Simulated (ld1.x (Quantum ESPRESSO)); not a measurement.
## u(r) = r·R(r): atom against pseudo-atom (Ga (Z = 31))

Columns: radius, all-electron u(r) and pseudo u(r) of the 4s shell (level -8.96 eV) of gallium in the configuration [Ar] 3d10 4s2 4p1; PBEsol, scalar-relativistic, ultrasoft scheme, ld1.x (Quantum ESPRESSO) 7.5.

```
r (bohr)  all-electron   pseudo
   0.118       -0.1701  -0.0399
   0.235       -0.0597  -0.0809
   0.353        0.2055  -0.1250
   0.470        0.3141  -0.1723
   0.588        0.2687  -0.2241
   0.705        0.1384  -0.2793
   0.822       -0.0220  -0.3377
   0.940       -0.1819  -0.3985
   1.058       -0.3241  -0.4595
   1.175       -0.4416  -0.5179
   1.292       -0.5347  -0.5722
   1.410       -0.6055  -0.6204
   1.528       -0.6559  -0.6599
   1.645       -0.6885  -0.6890
   1.763       -0.7068  -0.7068
   1.880       -0.7131  -0.7131
   1.998       -0.7097  -0.7097
   2.115       -0.6987  -0.6987
   2.232       -0.6817  -0.6817
   2.350       -0.6600  -0.6600
   2.468       -0.6348  -0.6348
   2.585       -0.6075  -0.6075
   2.702       -0.5787  -0.5787
   2.820       -0.5488  -0.5488
   2.938       -0.5185  -0.5185
   3.055       -0.4886  -0.4886
```

(1) How many radial nodes do the two functions have?

(2) At about which radius was the pseudo-wave matched?

(3) Is the pseudo-wave norm-conserving?

## Answers

(1) The all-electron 4s function has n − l − 1 = 3 (the table is too coarse to show those close to the nucleus); the pseudo-wave has 0, since the states of the same l below it are removed with the core.

(2) 1.75 bohr, where the columns begin to agree (steps of 0.12 bohr).

(3) No, it belongs to an ultrasoft set: the norm inside the radius is not constrained, and the difference is carried by the augmentation charge.
